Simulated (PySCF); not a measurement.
## Electron affinity of Ge by level of theory

Ge- [Ar] 3d10 4s2 4p3 (4S) → Ge [Ar] 3d10 4s2 4p2 (3P), as a difference of total energies. Computed with PySCF 2.14 in aug-cc-pwCVTZ-PP with ECP10MDF (8s7p6d4f1g, 96 functions), with scalar relativity through the core potential. Correlated levels: valence: 3s2 3p6 3d10 frozen; valence and next inner shell: nothing frozen outside the core potential. The calculations carry no spin-orbit coupling.

```tsv
method	electron affinity (eV)
UHF	0.833
LDA	1.521
PBE	1.397
PBE0	1.365
r2SCAN	1.477
PW91	1.430
wB97M-V	1.202
TPSSh	1.335
PBEsol	1.406
MP2 (valence)	1.299
SCS-MP2 (valence)	1.132
MP2 (valence and next inner shell)	1.322
SCS-MP2 (valence and next inner shell)	1.142
```

Task: How much does correlation contribute at MP2 (valence and next inner shell)?

Result: 1.322 − (0.833) = 0.489 eV, measured against UHF.

The reference lies between the lowest fine-structure levels, while these numbers refer to the centres of the terms.

Errors of the correlated levels include the incompleteness of this basis and the frozen core.

In the anion the highest occupied orbital energy is positive at LDA, PBE, PBE0, r2SCAN, PW91, TPSSh, PBEsol, a self-interaction effect; the basis confines that electron, and the energy difference can still be sensible.

For comparison: 1.233 eV (measured; photodetachment measurements, as compiled on the Wikipedia data page of electron affinities).
